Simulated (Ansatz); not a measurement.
Correlation energies of C₂H₆ClNSi (`CN(C)[Si]Cl`) by basis set

```xyz
11

C    -1.395    0.199    0.200
N    -0.063    0.027   -0.349
C     0.939   -0.173    0.673
Si    0.054    0.092   -2.054
Cl    2.121   -0.206   -2.350
H    -1.436    1.071    0.862
H    -2.120    0.347   -0.606
H    -1.698   -0.682    0.776
H     1.923   -0.291    0.225
H     0.964    0.682    1.358
H     0.711   -1.067    1.264
```

Total charge 0; spin multiplicity 1. The structure was optimised at the PBE0-D4/def2-TZVP level. It is one conformer, not always the lowest. Frozen core, restricted reference, Ansatz 0.2.0. CBS rows extrapolate triple and quadruple zeta; past MP2 they add the triple-zeta difference.

```tsv
basis	HF (Eh)	MP2 corr.	CCSD corr.	(T)	CCSD(T) total
def2-SVP	-881.81434	-0.67032	?	-0.02207	?
def2-TZVPP	-882.22509	-0.85490	-0.90658	?	?
def2-QZVPP	-882.25306	-0.91937	–	–	–
CBS(def2)	?	?	-1.01880	as TZ	?
```

**Question.** Fill in the withheld values. (Estimate.)

**Answer.** Computed: def2-SVP CCSD corr.: -0.72858; def2-SVP CCSD(T) total: -882.56499; def2-TZVPP (T): -0.03954; def2-TZVPP CCSD(T) total: -883.17121; CBS(def2) HF (Eh): -882.25691; CBS(def2) MP2 corr.: -0.96712; CBS(def2) CCSD(T) total: -883.31525.
